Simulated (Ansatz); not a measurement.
`Cl[Si](Cl)(Cl)[TeH]` and `Cl[Si](Cl)(Cl)[SeH]` differ in one element.

Ansatz, PBE0-D4/def2-TZVP geometries, multiplicity 1. Each molecule was computed in one conformer, which needn't be the lowest.

Elements past krypton have def2 core potentials. Scalar relativity is left out up to krypton.

```
                                      property  `Cl[Si](Cl)(Cl)[TeH]`
zero-point energy (PBE0-D4/def2-TZVP) / kJ/mol                   33.8
           HOMO energy (B3LYP/def2-TZVPP) / eV                  -6.83
           LUMO energy (B3LYP/def2-TZVPP) / eV                  -1.71
             LUMO energy (PBE/def2-TZVPP) / eV                  -2.29
            LUMO energy (PBE0/def2-TZVPP) / eV                  -1.49
         LUMO energy (ωB97M-V/def2-TZVPP) / eV                   0.38
```

Task: What does the change do to each property? (An estimate is asked.)

Result: Ansatz gave: 
| property | `Cl[Si](Cl)(Cl)[SeH]` | shift |
| --- | --- | --- |
| zero-point energy (PBE0-D4/def2-TZVP) / kJ/mol | 37.0 | 3.2 |
| HOMO energy (B3LYP/def2-TZVPP) / eV | -7.45 | -0.62 |
| LUMO energy (B3LYP/def2-TZVPP) / eV | -1.13 | 0.58 |
| LUMO energy (PBE/def2-TZVPP) / eV | -1.80 | 0.49 |
| LUMO energy (PBE0/def2-TZVPP) / eV | -0.89 | 0.60 |
| LUMO energy (ωB97M-V/def2-TZVPP) / eV | 1.11 | 0.73 |

With PBE0 the HOMO falls by 0.64 eV and the LUMO rises by 0.60 eV, so the gap widens by about 1.24 eV. PBE moves the HOMO by -0.53 eV and ωB97M-V by -0.72 eV.

B3LYP here is the variant with VWN-RPA as its local correlation; programs differ in this.

Spin–orbit coupling is left out; it splits and shifts lone-pair levels of the heavy atoms by tenths of an eV.
